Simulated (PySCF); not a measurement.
TeCl, SMILES [Te]Cl, multiplicity 2.

Geometry: B3LYP-D3(BJ)/def2-TZVP. The multiplicity is an assumed one; other spin states were not compared. The def2 effective core potentials stand for the cores of Te; spin–orbit coupling is left out.

The numbers are results of B3LYP-D3(BJ)/def2-TZVP (PySCF), not measurements.

Frequencies are harmonic and unscaled.

| mode | ν (cm⁻¹) | IR (km/mol) | moving atoms (share of kinetic energy) |
|---|---|---|---|
| 1 | 374 | 25.0 | Cl 78 %, Te 22 % |
